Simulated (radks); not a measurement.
Values are calculated unless marked as measured or tabulated.
Q: The scandium ion Sc3+, 18 electrons, occupied as [Ar]. Level of theory: Dirac Kohn-Sham, SOGGA, spin-unpolarised, spherical densities, finite nucleus; Fermi nuclear charge, rms radius 3.5459 fm (a radial shooting solver on a logarithmic mesh with Libxc functionals).

Spin-orbit splittings of the eigenvalues, e(l+1/2) - e(l-1/2), with zeta = 2 splitting/(2l+1) and mean radii in bohr:

| shell | occ. | splitting (eV) | zeta (eV) | <r> j=l-1/2 | <r> j=l+1/2 |
|---|---|---|---|---|---|
| 2p | 6 | ? | ? | 0.3061 | 0.3087 |
| 3p | 6 | 0.5436 | 0.3624 | 1.125 | 1.132 |
| 3d | 0 | 0.04628 | 0.01851 | 1.355 | 1.357 |

Estimate the 2p splitting.

A: 4.630 eV (zeta = 3.087 eV).
